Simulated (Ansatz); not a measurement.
`C[O][AlH][Cl]` + `[SiH3]N[SiH3]` → `[SiH3][N]([SiH3])[AlH][Cl]` + CH₃OH at 700 K and 1 bar (ligand exchange at the Al–O bond).

Program: Ansatz. Geometries: PBE0-D4/def2-TZVP. ΔE: electronic, gas phase. CBS: MP2 limit from def2 TZ/QZ plus the TZ coupled-cluster correction, frozen cores. This one scheme is used for every species. One conformer a species, not always the lowest.

| species | CCSD(T)/CBS energy (Eh) | H − E (kJ/mol) | S (J/(mol·K)) |
| --- | --- | --- | --- |
| `C[O][AlH][Cl]` | -817.53357 | 195.6 | 423.6 |
| `[SiH3]N[SiH3]` | -637.10515 | 245.6 | 444.2 |
| `[SiH3][N]([SiH3])[AlH][Cl]` | -1339.00991 | 271.6 | 552.1 |
| CH₃OH | -115.61712 | 170.8 | 288.5 |

H − E and S are ideal-gas, rigid-rotor, harmonic terms from PBE0-D4/def2-TZVP, for one conformer and one mirror image of each species. 1 Eh = 2625.50 kJ/mol, R = 8.31446 J/(mol·K).

Question: By hand: ΔE, ΔH, ΔS and ΔG.

Answer: ΔE = (-1339.00991) + (-115.61712) − (-817.53357) − (-637.10515) = 0.01169 Eh = 30.7 kJ/mol. Δ(H − E) = 271.6 + 170.8 − 195.6 − 245.6 = 1.2, so ΔH = 31.9 kJ/mol. ΔS = 552.1 + 288.5 − 423.6 − 444.2 = -27.2 J/(mol·K). ΔG = 31.9 − 700 × (-27.2)/1000 = 50.9 kJ/mol.

Question: By hand: the equilibrium constant, and the temperature at which ΔG would vanish if ΔH and ΔS stayed fixed.

Answer: log₁₀ K = −ΔG/(RT ln 10) = -3.8. ΔH and −TΔS have one sign here, so there is no such temperature.

TΔS isn't small against ΔH here. A doubt of 5 kJ/mol in ΔE shifts log₁₀ K by 0.4 here. Other conformers and mirror images would add mixing entropy, several J/(mol·K) or more a flexible species. Modes under 60 cm⁻¹, often nearly free rotors, make the harmonic entropy too high. These are equilibria of isolated gas molecules and say nothing of rates. Largest T1 diagnostic: 0.011 (customary marks: 0.02 for closed shells, 0.045 for open ones).
